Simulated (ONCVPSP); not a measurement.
## Sr (Z = 38) ONCV: all-electron and pseudo phase curves

Sr (Z = 38), optimised norm-conserving Vanderbilt (ONCV), made with ONCVPSP 4.0.1 (PBEsol, scalar-relativistic). Core [Ar] 3d10, reference 4s2 4p6 4d1 5s1. Waves: 4s+5s: rc 2.20 bohr, ncon 4, nbas 7, qcut 7 1/bohr, 2 projectors; 4p: rc 2.25 bohr, ncon 4, nbas 8, qcut 5.7 1/bohr, 2 projectors, debl 2.5 Ha; 4d: rc 4.00 bohr, ncon 4, nbas 8, qcut 4.5 1/bohr, 2 projectors, debl 1.7 Ha. Local part: polynomial inside 1.95 bohr (lpopt 1, dvloc0 -1 Ha). Core correction: Teter function, fcfact 2.75, rcfact 1.05.

The phase is arctan(r·R′/R) of the radial function R(r), unwrapped; energies in Ha, scanned from -3 to 5 Ha. A pole is an energy at which the radial function vanishes at the test radius. The pseudo phase is shifted by a multiple of π to meet the all-electron one at the reference energy, and phase errors are pseudo minus all-electron; the curves can meet again beyond the range given. Levels narrower than the energy grid can be missing from the lists of poles.

| channel | radius (bohr) | reference energy (Ha) | poles, all-electron | poles, pseudo | unbroken range about the reference energy with phases within 0.05 rad | phase error 1 Ha above the reference energy (rad) |
| --- | --- | --- | --- | --- | --- | --- |
| s | 2.23 | -0.12 | -1.23, 3.62 | -1.23, 3.37 | below 4.0 | -0.006 |
| p | 2.29 | -0.81 | -0.45, 4.06 | -0.45, 3.97 | the whole range | -0.001 |
| d | 4.06 | -0.03 | 0.10, 1.22, 3.12 | 0.09, 1.16, 1.86, 4.18 | below 0.2 | -0.029 |

Note: no bound ghost flagged; GHOST(+) flagged for d at 50.8 eV.

Phases in the d channel:

```tsv
E (Ha)	all-electron	pseudo
-2.98	1.458	1.458
-2.76	1.453	1.453
-2.54	1.448	1.448
-2.32	1.441	1.441
-2.10	1.434	1.433
-1.88	1.425	1.425
-1.66	1.413	1.413
-1.44	1.400	1.400
-1.22	1.382	1.382
-1.00	1.357	1.357
-0.78	1.321	1.320
-0.56	1.258	1.257
-0.34	1.111	1.108
-0.12	0.155	0.146
0.10	-1.577	-1.586
0.32	-2.060	-2.174
0.54	-3.854	-4.108
0.76	-4.472	-4.527
0.98	-4.623	-4.651
1.20	-4.706	-4.723
1.42	-4.777	-4.787
1.64	-4.876	-4.876
1.86	-5.166	-7.868
2.08	-7.088	-8.327
2.30	-7.626	-9.824
2.52	-7.741	-10.626
2.74	-7.795	-10.795
2.96	-7.832	-10.866
3.18	-7.862	-10.907
3.40	-7.894	-10.935
3.62	-7.933	-10.956
3.84	-7.997	-10.973
4.06	-8.171	-10.988
4.28	-9.644	-11.001
4.50	-10.715	-11.015
4.72	-10.857	-11.028
4.94	-10.913	-11.043
```
